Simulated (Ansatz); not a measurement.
Two isomers of F2H4OSi2: A = `O[SiH](F)[SiH2]F`, B = `O[Si](F)(F)[SiH3]`.

Isolated molecules relaxed with PBE0-D4/def2-TZVP in Ansatz; ΔE leaves out vibrations. CBS: MP2 limit from def2 TZ/QZ plus the TZ coupled-cluster correction, frozen cores. This one scheme is used for every species. Functionals use def2-TZVPP. B3LYP here is the variant with VWN-RPA as its local correlation; programs differ in this. Each species was taken in one conformer, which may not be the lowest.

Task: Which is lower in electronic energy at CCSD(T)/CBS, and by how much? (An estimate is asked.)

Result: Computed: B, by 11.6 kcal/mol.

Task: Give E(B) − E(A) in kcal/mol with HF/def2-TZVPP, ωB97M-V, CCSD(T)/def2-SVP, CCSD(T)/def2-TZVPP, PBE-D4, B3LYP, PBE0-D4. (An estimate is asked.)

Result: Ansatz gave: HF/def2-TZVPP -11.3, ωB97M-V -11.7, CCSD(T)/def2-SVP -12.6, CCSD(T)/def2-TZVPP -12.1, PBE-D4 -11.2, B3LYP -10.8, PBE0-D4 -11.8. None reverses the order clearly.

Task: Does the order hold for the free energy at 298.15 K (harmonic terms from PBE0-D4)? (Best estimate.)

Result: The calculation gave: Yes: G(B) − G(A) = -11.9 kcal/mol, for one conformer each. Modes under 60 cm⁻¹, often nearly free rotors, make the harmonic entropy too high.

Largest T1 diagnostic: 0.013.

Leaving LDA and LC-ωPBE aside and taking each functional with its dispersion term where it has one, the values, not all of them listed here, spread over 1.8 kcal/mol, from r2SCAN0-D4 to BLYP-D4. LDA lies −1.8 kcal/mol from PBE without D4. From BLYP to BHLYP (50 % exact exchange), in def2-TZVPP and without D4, E(B) − E(A) moves by −1.2 kcal/mol.
